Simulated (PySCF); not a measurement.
Species: C2H9B2NP2.
SMILES with atom numbers: `[BH2:1][N:2]([CH:3]=[CH2:4])[B:5]([PH2:6])[PH2:7]` (hydrogens: H8, H9 on B1; H10 on C3; H11, H12 on C4; H13, H14 on P6; H15, H16 on P7)

The calculation used PBE0-D3(BJ)/def2-SVP geometry optimisation, gas phase in PySCF 2.14.0.

Some entries are withheld. Bonds in one row agree within 0.01 Å.

| coordinate | value |
| --- | --- |
| B1–N2 | ? |
| N2–C3 | ? |
| C3=C4 | ? |
| N2–B5 | 1.449 Å |
| B5–P6, B5–P7 | ? |
| B1–H8, B1–H9 | 1.205 Å |
| C3–H10 | 1.094 Å |
| C4–H11 | 1.091 Å |
| C4–H12 | 1.092 Å |
| P6–H13 and 3 like bonds | 1.424 Å |
| B1–N2–C3 | ? |
| B1–N2–B5 | ? |
| C3–N2–B5 | 119.2° |
| N2–C3–C4 | 125.5° |
| N2–B5–P6 | 122.3° |
| P6–B5–P7 | ? |

Estimate the withheld lengths and angles.

- B1–N2 = 1.427 Å, drawn single (three-coordinate boron to boron-bound nitrogen); 0.12 Å below the sum of covalent radii, 1.55 Å.
- N2–C3 = 1.420 Å, drawn single (boron-bound nitrogen to vinylic carbon bearing nitrogen); 0.02 Å below the sum of covalent radii, 1.44 Å.
- C3=C4 = 1.332 Å, drawn double (vinylic carbon bearing nitrogen to terminal =CH2 carbon); 0.13 Å below the sum of covalent radii, 1.46 Å.
- B5–P6, B5–P7 = 1.922 Å, drawn single (three-coordinate boron to three-coordinate phosphorus); 0.01 Å above the sum of covalent radii, 1.91 Å.
- B1–N2–C3 = 120.3°, at the boron-bound nitrogen; the outer atoms are 2.470 Å apart.
- B1–N2–B5 = 120.3°, at the boron-bound nitrogen; the outer atoms are 2.494 Å apart.
- P6–B5–P7 = 115.9°, at the three-coordinate boron; the outer atoms are 3.257 Å apart.

Radii are Cordero's, carbon taken as 0.76, 0.73 or 0.69 Å for four, three, and two or fewer neighbours.

Whether it is a minimum is left open (no frequencies). One conformer, not necessarily the lowest (B1–N2–C3–C4 -36°, N2–B5–P6–H 53° and 151°, N2–B5–P7–H 52° and 150°).
